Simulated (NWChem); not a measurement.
# C2H5BO3; SMILES OB1OC(C)O1

```xyz
11

C     -0.0095    -2.0419    -0.5139
C      0.0097    -0.8950     0.4504
O     -1.0307     0.0628     0.2290
B      0.0302     0.9317     0.0193
O      0.0670     2.2388    -0.2791
O      1.0649     0.0381     0.2178
H      0.8780    -2.6733    -0.3627
H     -0.9097    -2.6529    -0.3541
H     -0.0089    -1.6643    -1.5463
H      0.0102    -1.2281     1.5035
H     -0.8119     2.6232    -0.3564
```
Atoms are numbered in this order, from 1.

Level: PBE0/def2-SVP (NWChem), optimised geometry, unscaled harmonic frequencies. 

Problem. List the harmonic frequencies with IR intensities, and the thermochemistry.

Solution. 
```csv
frequency (cm⁻¹),IR intensity (km/mol)
142,2.5
239,1.0
320,6.9
428,35.5
438,78.7
481,11.3
665,30.3
710,42.9
876,33.1
887,17.9
948,121.2
1020,2.6
1053,23.7
1146,47.0
1181,139.6
1211,62.7
1370,21.7
1396,178.6
1424,132.6
1455,33.0
1456,13.2
1617,474.3
3071,4.5
3082,41.2
3178,4.8
3182,9.2
3929,136.5
```

| Quantity | Result |
|---|---|
| zero-point energy | 52.7 kcal/mol |
| thermal correction to the enthalpy at 298.15 K (with zero-point energy) | 56.9 kcal/mol |
| heat capacity Cv | 20.5 cal/(mol K) |
| entropy at 298.15 K and 1 atm (symmetry number 1) | 75.1 cal/(mol K) |
| dipole moment | 1.71 D |

Rigid rotor and harmonic oscillator.
